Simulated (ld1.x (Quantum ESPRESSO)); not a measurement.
# palladium (Pd): PAW pseudisation with LDA (PZ), scalar-relativistic reference atom.

```
Element                 : palladium (Pd)
Generator               : ld1.x (Quantum ESPRESSO) 7.5
Type                    : PAW
Functional              : LDA (PZ)
Relativity              : scalar-relativistic
Frozen core             : [Ar] 3d10 4s2
Valence charge          : 16
Reference configuration : 4p6 4d10 5s0 5p0
Partial waves           : 5s (bound, empty): rcut 2.10, rcutus 2.55 bohr; 5s channel at 0.6 Ry: rcut 2.10, rcutus 2.55 bohr; 4p (bound): rcut 1.60, rcutus 2.00 bohr; 5p (bound, empty): rcut 1.60, rcutus 2.00 bohr; 4d (bound): rcut 1.55, rcutus 1.80 bohr; 4d channel at 3.65 Ry: rcut 1.55, rcutus 1.80 bohr
Local potential         : all-electron potential smoothed inside 1.60 bohr (lloc = -1)
Core correction         : Bessel-smoothed model core inside 0.85 bohr
Augmentation charge     : BESSEL, radius 1.80 bohr
```

Poles of the logarithmic derivatives, all-electron (AE) and pseudo (PS). s: poles at 1.6 (AE) and 1.6 (PS) Ry. p: poles at -3.8, 2.8 (AE) and -3.8, -0.9, 1.9 (PS) Ry. d: poles at -0.1, 4.9 (AE) and -0.1, 4.9 (PS) Ry. Test radius 2.76 bohr.

* Ghost test: ghost state, extra bound levels that the all-electron valence spectrum of the same l lacks: s at -77.3 eV (p not tested); a true bound ghost makes a file unfit for plane-wave use (spherical-Bessel basis up to 400 Ry, 20 bohr box)
* Configuration tests: 2 of 9 tests not solved or not reliable; not counted: 4p6 4d7 5s0 5p0 (solver errors, printed error -1711 eV); 4p6 4d6 5s0 5p0 (solver errors, printed error -1326 eV)
* Lowest eigenvalue of the overlap operator: -3.23 (p channel); it is negative, so in a basis up to 400 Ry S is not positive definite and the file is unfit for use

Note: ghost state, extra bound levels that the all-electron valence spectrum of the same l lacks: s at -77.3 eV (p not tested). A true bound ghost makes a file unfit for plane-wave use. Its overlap operator is not positive definite in a basis up to 400 Ry (lowest eigenvalue p -3.23), so the file is unfit for use: the generalised eigenproblem breaks down once the basis is large enough, and its test numbers describe a broken file.
